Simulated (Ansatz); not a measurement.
Cu(CO)H (CHCuO), relaxed as a singlet with RKS PBE0-D4/def2-TZVP in Ansatz, starting from the GFN2-xTB geometry. Force threshold 0.02 eV/Å.

The relaxation made no stability test and no search for a lower SCF solution.

Start:

```xyz
4

Cu    0.475   -0.404    0.510
C    -0.548    0.497   -0.644
O    -1.233    1.070   -1.349
H     1.307   -1.162    1.484
```

```
step  energy (eV)  largest force component (eV/Å)  SCF passes
   1  -47731.8969                           2.266          19
   2  -47731.9275                           0.589          22
   3  -47731.9391                           0.118          22
   4  -47731.9396                           0.022          23
   5  -47731.9399                           0.002          21
```

Force components are those of the run's own axes.

End:

```xyz
4

Cu    0.474   -0.416    0.527
C    -0.586    0.517   -0.658
O    -1.235    1.086   -1.379
H     1.347   -1.187    1.510
```

By distances, no bond broke or formed. The bond that changes most is Cu1–C2, from 1.79 to 1.84 Å (atoms count from 1).

No frequencies were taken in this run, so the end may be a saddle point.

Hardware: 4 threads of Arm Neoverse V2 on a shared host. Wall time 3.9 s.
